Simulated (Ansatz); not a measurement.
Geometry optimisation, RKS PBE-D4/def2-mTZVP in Ansatz.

Input:

```yaml
crystal:
  periodic: [false, false, false]
  atoms:
    - { symbol: "N", position_ang: [-0.7692, 1.5731, -0.1046] }
    - { symbol: B, position_ang: [-0.8441, 0.0957, -0.1353] }
    - { symbol: Si, position_ang: [0.6343, -0.8976, 0.555] }
    - { symbol: O, position_ang: [2.1604, -0.479, -0.3087] }
    - { symbol: H, position_ang: [-0.9405, 1.9287, -1.1212] }
    - { symbol: H, position_ang: [-1.6615, 1.9445, 0.4139] }
    - { symbol: H, position_ang: [-1.7449, -0.4752, -0.5749] }
    - { symbol: H, position_ang: [0.444, -2.3234, 0.432] }
    - { symbol: H, position_ang: [0.8566, -0.5447, 2.03] }
    - { symbol: H, position_ang: [1.9479, -0.8733, -1.1832] }
basis:
  gaussian: { orbitals: def2-mTZVP }
hamiltonian:
  xc: pbe
  dispersion: d4
relax:
  f_tol: 0.02
  max_steps: 50
```

Run as:

```bash
$ ansatz run input.yaml --threads 2 --pin off --max-ram 3072MiB --backend cpu --events-out ev --progress --plain --runs-dir out
```

Question: Where does it end, and by what steps?

Answer: The run converged. After 19 steps the energy has fallen by 2.132 eV; H7 moved furthest, 1.35 Å.

```json
{"step": "0", "energy less start (eV)": "0.0000", "largest force component (eV/Å)": "3.171", "accepted": "yes"}
{"step": "1", "energy less start (eV)": "-0.4003", "largest force component (eV/Å)": "1.822", "accepted": "yes"}
{"step": "2", "energy less start (eV)": "-0.5341", "largest force component (eV/Å)": "0.723", "accepted": "yes"}
{"step": "3", "energy less start (eV)": "-0.6818", "largest force component (eV/Å)": "1.155", "accepted": "yes"}
{"step": "4", "energy less start (eV)": "-0.9663", "largest force component (eV/Å)": "1.673", "accepted": "yes"}
{"step": "5", "energy less start (eV)": "-1.2969", "largest force component (eV/Å)": "1.745", "accepted": "yes"}
{"step": "6", "energy less start (eV)": "-1.6372", "largest force component (eV/Å)": "2.104", "accepted": "yes"}
{"step": "7", "energy less start (eV)": "-1.8611", "largest force component (eV/Å)": "1.389", "accepted": "yes"}
{"step": "8", "energy less start (eV)": "-2.0349", "largest force component (eV/Å)": "0.515", "accepted": "yes"}
{"step": "9", "energy less start (eV)": "-2.0393", "largest force component (eV/Å)": "0.861", "accepted": "yes"}
{"step": "10", "energy less start (eV)": "-2.0995", "largest force component (eV/Å)": "0.279", "accepted": "yes"}
{"step": "11", "energy less start (eV)": "-2.1138", "largest force component (eV/Å)": "0.247", "accepted": "yes"}
{"step": "12", "energy less start (eV)": "-2.1224", "largest force component (eV/Å)": "0.160", "accepted": "yes"}
{"step": "13", "energy less start (eV)": "-2.1269", "largest force component (eV/Å)": "0.053", "accepted": "yes"}
{"step": "14", "energy less start (eV)": "-2.1290", "largest force component (eV/Å)": "0.153", "accepted": "yes"}
{"step": "15", "energy less start (eV)": "-2.1305", "largest force component (eV/Å)": "0.077", "accepted": "yes"}
{"step": "16", "energy less start (eV)": "-2.1316", "largest force component (eV/Å)": "0.050", "accepted": "yes"}
{"step": "17", "energy less start (eV)": "-2.1321", "largest force component (eV/Å)": "0.027", "accepted": "yes"}
{"step": "18", "energy less start (eV)": "-2.1322", "largest force component (eV/Å)": "0.038", "accepted": "yes"}
{"step": "19", "energy less start (eV)": "-2.1323", "largest force component (eV/Å)": "0.013", "accepted": "yes"}
```

```xyz
10
Properties=species:S:1:pos:R:3
N -1.313 1.362 -0.028
B -0.679 0.229 -0.540
Si 0.712 -0.761 0.548
O 2.165 -0.984 -0.287
H -2.026 1.885 -0.535
H -1.112 1.761 0.887
H -1.001 -0.122 -1.650
H 0.160 -2.087 1.014
H 1.114 -0.006 1.785
H 2.064 -1.330 -1.191
```

Whether the end is a true minimum wasn't checked by a vibrational analysis.

Time of the run: 31 s on 2 threads of Intel(R) Xeon(R) Platinum 8375C CPU @ 2.90GHz (Ice Lake), with other jobs on the host, peak memory 0.16 GiB.
